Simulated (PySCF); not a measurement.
Work out the structure from these simulated measurements.

Formula: C3H9AlO2S.

* NMR, other nuclei: isotropic shieldings of nuclei other than C and H, by class: -99 (1 O), 151 (1 O), 450 (1 Al), 634 (1 S) ppm [GIAO HF/pcSseg-1]
* Polarisability: 98.1 au [CAM-B3LYP/def2-SVPD]
* 13C NMR: chemical shifts (computed TMS as zero) by class: 172.1 (1 C), 39.3 (1 C), 19.5 (1 C) ppm [GIAO HF/pcSseg-1]
* 1H NMR: chemical shifts (computed TMS as zero) by class: 6.26 (1 H), 3.80 (3 H), 3.53 (1 H), 2.82 (1 H), 2.18 (3 H) ppm [GIAO HF/pcSseg-1]
* UV, strongest line: among the 10 lowest singlet transitions: S10 at 7.52 eV (165 nm, f = 0.076) [TDDFT CAM-B3LYP/def2-SVPD]
* UV, first state: lowest singlet excitation: 5.88 eV (211 nm, f = 0.000) [TDDFT CAM-B3LYP/def2-SVPD]
* Rotational structure: rotational constants A, B, C: 2.528, 1.133, 0.866 GHz [PBE0-D3(BJ)/def2-SVP]

The electronic properties come from PySCF, for the isolated species, density fitting. Levels stand in brackets. Isolated species at its PBE0-D3(BJ)/def2-SVP geometry (one conformer only). NMR values are class means; diastereotopic atoms form classes of their own.

Q: Propose a structure and show how it fits.

A: Numbering: `[CH3:1][S@+:2]([AlH3-:3])[CH2:4][C:5](=[O:6])[OH:7]`. 3 carbons fall into 3 classes; from least to most shielded: carboxylic acid carbon [C5] (172.1 ppm), sp3 carbon bound to sulfur [C4] (39.3 ppm), S-methyl carbon [C1] (19.5 ppm). Hydrogen classes from least to most shielded: 1 H on an acid hydroxyl oxygen, O7 (6.26 ppm), 3 H on an aluminium bonded to S and 3 H, Al3 (3.80 ppm), 1 H on an sp3 carbon bound to sulfur, C4 (3.53 ppm), 1 H on an sp3 carbon bound to sulfur, C4 (2.82 ppm), 3 H on an S-methyl carbon, C1 (2.18 ppm). The other shieldings belong to: -99 ppm, acid carbonyl oxygen [O6]; 151 ppm, acid hydroxyl oxygen [O7]; 450 ppm, aluminium bonded to S and 3 H [Al3]; 634 ppm, sulfur bonded to Al and 2 C [S2]. The optimised geometry has point group C1 and is an asymmetric top. Structure: `OC(=O)C[S@@+]([AlH3-])C`. The assignments are read from this structure; whether some other isomer fits the data as well wasn't checked. The mirror image fits equally.

Shape of the structure used: `[CH3:1][S@+:2]([AlH3-:3])[CH2:4][C:5](=[O:6])[OH:7]`: C1–S2–C4–C5 -176°, S2–C4–C5–O6 150°, H–O7–C5–C4 -178°.
